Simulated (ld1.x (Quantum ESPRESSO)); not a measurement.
**Before and after: ultrasoft potential for silver**

Ag (Z = 47), ultrasoft, made with ld1.x (Quantum ESPRESSO) 7.5 (PBEsol, fully relativistic). Core [Ar] 3d10 4s2, reference 4p6 4d10 5s1 5p0. Waves: 5s (bound): rcut 2.35, rcutus 2.55 bohr; 5s channel at 4.85 Ry: rcut 2.35, rcutus 2.55 bohr; 4p (bound): rcut 1.35, rcutus 1.50 bohr; 5p (bound, empty): rcut 1.35, rcutus 1.50 bohr; 4d (bound): rcut 1.10, rcutus 1.35 bohr; 4d channel at 2.45 Ry: rcut 1.10, rcutus 1.35 bohr; 4f channel at 0.25 Ry: rcut 2.35, rcutus 2.80 bohr; 4f channel at 1.65 Ry: rcut 2.35, rcutus 2.80 bohr. Local part: all-electron potential smoothed inside 1.05 bohr (lloc = -2). Core correction: none. Augmentation charge: PSQ, inside the norm-conserving radii.

Open shells are filled in proportion to 2j + 1 (rel_dist='average').

Change: core correction a·sin(br)/r model core inside 1.56 bohr.

Cutoffs: the cutoffs (Ry, on a coarse ladder) from which the occupation-weighted sum of valence levels, in a spherical-Bessel basis at the reference potential, stays within 10 and 1 mRy of its value at 400 Ry; they do not see the model core or the augmentation charge, which bear on the density cutoff. Errors are all-electron minus pseudo energies relative to the spin-unpolarised reference configuration.

Question: Predict the effect on cutoff, ghosts and configuration errors.

Answer: The potential gets neither clearly harder nor softer (60 Ry and 110 Ry → 60 Ry and 110 Ry); both files keep a bound ghost (s); of the 7 tests that both files solve, the error grows in 4 and shrinks in 0 by more than 15 % and 0.3 meV (median size 3.9 → 7.0 meV). A model core, the more so a compact one, raises the density cutoff, which this test does not measure.

```csv
quantity,base,changed
"cutoff, loose",60 Ry,60 Ry
"cutoff, tight",110 Ry,110 Ry
bound ghosts,s,s
"error for 4p6 4d10 5s0 5p0, meV [ΔE 7.75 eV]",-3.5,-4.2
"error for 4p6 4d9 5s0 5p0, meV [ΔE 29.86 eV]",-1.6,-6.9
"error for 4p6 4d8 5s0 5p0, meV [ΔE 66.04 eV]",+3.9,-17
"error for 4p6 4d7 5s0 5p0, meV [ΔE 117.73 eV]",+25,-28
"error for 4p6 4d10 5s0.5 5p0, meV [ΔE 3.02 eV]",-0.6,-0.7
"error for 4p6 4d9 5s1 5p1, meV [ΔE 8.60 eV]",-4.8,-7.0
"error for 4p6 4d9 5s2 5p0, meV [ΔE 4.05 eV]",-15,-17
s: phases at 3.06 bohr within 0.05 rad from the reference energy up to (Ry; the scan ends near 5),to the end of the scan,to the end of the scan
p1/2: phases at 3.06 bohr within 0.05 rad from the reference energy up to (Ry; the scan ends near 5),4.2,4.2
p3/2: phases at 3.06 bohr within 0.05 rad from the reference energy up to (Ry; the scan ends near 5),to the end of the scan,to the end of the scan
d3/2: phases at 3.06 bohr within 0.05 rad from the reference energy up to (Ry; the scan ends near 5),to the end of the scan,to the end of the scan
d5/2: phases at 3.06 bohr within 0.05 rad from the reference energy up to (Ry; the scan ends near 5),to the end of the scan,to the end of the scan
f5/2: phases at 3.06 bohr within 0.05 rad from the reference energy up to (Ry; the scan ends near 5),2.5,2.5
f7/2: phases at 3.06 bohr within 0.05 rad from the reference energy up to (Ry; the scan ends near 5),2.5,2.5
lowest overlap eigenvalue by channel,"s 0.08, p1/2 0.06, p3/2 0.09, d3/2 0.98, d5/2 0.98, f5/2 0.97, f7/2 0.97","s 0.08, p1/2 0.06, p3/2 0.09, d3/2 0.98, d5/2 0.98, f5/2 0.97, f7/2 0.97"
```

 A true bound ghost makes a file unfit for plane-wave use even where its test errors are small: the radial tests pick states by their node count and pass the ghost by.
